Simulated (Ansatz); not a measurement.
Ansatz (a program for electronic structure) input:

Ansatz 0.2 input:
```yaml
crystal:
  periodic: [false, false, false]
  atoms:
    - {symbol: Ba, position_ang: [-0.00000000, -0.00000000, -0.31928863]}
    - {symbol: O, position_ang: [0.00000000, 0.00000000, 1.88015449]}
    - {symbol: H, position_ang: [0.00000000, 0.00000000, 2.83892715]}
basis:
  gaussian:
    orbitals: def2-TZVP
hamiltonian:
  xc: b3lyp
  dispersion: d3bj
magnetization: {spin_polarized: true, initial_magnetization: 1}
phonons: {temperatures: {t_min: 298.15, t_max: 298.15, t_step: 100}}
```

Problem. Which total energy does the run end on?

Solution. -101.40201 Eh (B3LYP-D3(BJ)/def2-TZVP). The basis has 77 functions.

It need not be the lowest isomer of its formula.
